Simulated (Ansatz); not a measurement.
Basis sets compared for SnH2Me(OMe) (C2H8OSn). Total charge 0; singlet. Geometry PBE-D4/def2-SVP. Ansatz on 4 threads of Arm Neoverse V2 on a shared host; times are rough, and most runs start from earlier orbitals.

```xyz
12

Sn    0.3318   -0.6476   -0.4924
H     1.7010   -0.1297   -1.4316
H     0.7300   -2.0580    0.4442
C    -1.4843   -0.8417   -1.6350
H    -1.3496   -1.5740   -2.4539
H    -1.7453    0.1452   -2.0613
H    -2.2993   -1.1797   -0.9678
O    -0.1154    0.8389    0.8036
C     0.8528    1.2565    1.7343
H     1.1761    0.4498    2.4408
H     0.4200    2.0728    2.3559
H     1.7820    1.6674    1.2633
```

In the def2 sets Sn takes a core potential; there is no spin–orbit coupling.

Binding counts from free atoms (Sn triplet, H doublet, C triplet, O triplet) in the same basis, without a counterpoise term.

```json
{"level": "PBE-D4/def2-SVP", "functions": "108", "energy (Eh)": "-370.2015", "HOMO (eV)": "-5.48", "LUMO (eV)": "-0.70", "binding per atom (eV)": "3.52", "wall time": "0.85 s"}
{"level": "PBE0-D4/def2-SVP", "functions": "108", "energy (Eh)": "-370.2297", "HOMO (eV)": "-7.09", "LUMO (eV)": "0.15", "binding per atom (eV)": "3.46", "wall time": "1.1 s"}
```

(1) Estimate the rows for PBE-D4/def2-TZVP, PBE0-D4/def2-TZVP.

Results:

(1) 
| level | functions | energy (Eh) | HOMO (eV) | LUMO (eV) | binding per atom (eV) | wall time |
| --- | --- | --- | --- | --- | --- | --- |
| PBE-D4/def2-TZVP | 191 | -370.3978 | -5.73 | -1.01 | 3.51 | 1.6 s |
| PBE0-D4/def2-TZVP | 191 | -370.4212 | -7.27 | -0.19 | 3.46 | 2.7 s |
